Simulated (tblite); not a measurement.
C6H7OP.
Z-matrix (Å and degrees, GFN2-xTB geometry), rows numbered from 1:
```
C 
C   1  1.3292
C   2  1.4507  1  125.97
C   3  1.3515  2  123.33  1  -171.53
P   4  1.8023  3  109.84  2   178.77
O   5  1.4633  4  120.34  3   128.71
C   5  1.8101  4   91.62  3     2.10
C   7  1.3353  5  109.08  4    -1.79
H   1  1.0764  2  121.18  3   179.65
H   1  1.0765  2  122.92  3     0.27
H   2  1.0828  1  119.45  3  -179.05
H   4  1.0761  3  125.11  2     0.72
H   5  1.3962  4  103.99  3  -102.38
H   7  1.0762  5  125.20  4   178.99
H   8  1.0783  3  120.43  2     1.32
```

All values are computed: GFN2-xTB (tblite) harmonic vibrations without scaling, gas phase. Against measured fundamentals such values can be off by several per cent, at times by over 20. Modes of hydrogen on phosphorus can be 10 to 20 % off. One conformer, not necessarily the lowest.

Harmonic wavenumbers (cm⁻¹): 53.2, 121.8, 179.1, 224.3, 300.8, 396.5, 449.5, 469.8, 520.6, 589.7, 673.3, 723.4, 761.3, 784.4, 787.1, 832.6, 887.3, 898.4, 900.4, 938.7, 1005.9, 1007.3, 1079.3, 1095.2, 1219.2, 1284.8, 1292.7, 1335.1, 1410.2, 1541.0, 1611.4, 1662.2, 2259.4, 3056.9, 3094.8, 3110.0, 3111.7, 3113.7, 3136.2.

A = 5297, B = 1044, C = 906.8 MHz; mass 126.023 u (most abundant isotopes); point group C1, symmetry number 1.

Problem. What is the zero-point energy?

Solution. Half the sum of the wavenumbers: 23960 cm⁻¹ = 286.62 kJ/mol.

Problem. Entropy at 400 K, 1 bar (ideal gas, RRHO, classical rotation)?

Solution. Translation 175.28, rotation 123.12, vibration 116.69: S = 415.1 J/(mol K).

Problem. And Cp and H(400 K) − H(0)?

Solution. Cp = 170.85 J/(mol K), of which vibrations give 137.59 (their classical limit is 39 R = 324.3); H(400 K) − H(0) = 39.20 kJ/mol without the zero-point energy, 25.90 from vibrations.

Problem. How do the functions run with temperature in this model?

Solution. 
| T (K) | S (J/(mol K)) | Cp (J/(mol K)) | H − H(0) (kJ/mol) | G − H(0) (kJ/mol) | ln q(vib) |
| --- | --- | --- | --- | --- | --- |
| 100 | 272.6 | 60.8 | 4.56 | -22.70 | 0.96 |
| 200 | 324.9 | 95.6 | 12.31 | -52.68 | 2.56 |
| 300 | 371.2 | 135.2 | 23.85 | -87.50 | 4.34 |
| 500 | 456.5 | 199.7 | 57.79 | -170.44 | 8.21 |
| 800 | 563.9 | 256.0 | 127.03 | -324.09 | 14.06 |
| 1000 | 623.6 | 279.0 | 180.66 | -442.98 | 17.72 |

q(vib) and H(0) count from the zero-point level.

Problem. What must be added to the electronic energy to get the Gibbs energy at 400 K and 1 bar?

Solution. ZPE + [H(400 K) − H(0)] − T·S = 286.62 + 39.20 − 166.04 = 159.78 kJ/mol.

Problem. Which modes carry the vibrational entropy at 400 K?

Solution. 53.2 cm⁻¹: 22.08; 121.8 cm⁻¹: 15.24; 179.1 cm⁻¹: 12.11; 224.3 cm⁻¹: 10.32; 300.8 cm⁻¹: 8.05; 396.5 cm⁻¹: 6.03 J/(mol K); the other 33 give 42.85 together.

Problem. Blend soft modes into free rotors: weight 1/[1 + (100 cm⁻¹/ν̃)⁴] for the oscillator and the rest for a rotor with moment μB/(μ + B), μ = h/(8π²ν), B = 10⁻⁴⁴ kg m². What vibrational entropy results?

Solution. 109.86 J/(mol K) in place of 116.69, which changes −T·S at 400 K by +2.73 kJ/mol.

Hindered rotation and anharmonicity are outside this model. Other conformers, if any are populated, would add a mixing term that is left out. The structure is chiral; the term R ln 2 for an equal mix with its mirror image is left out.
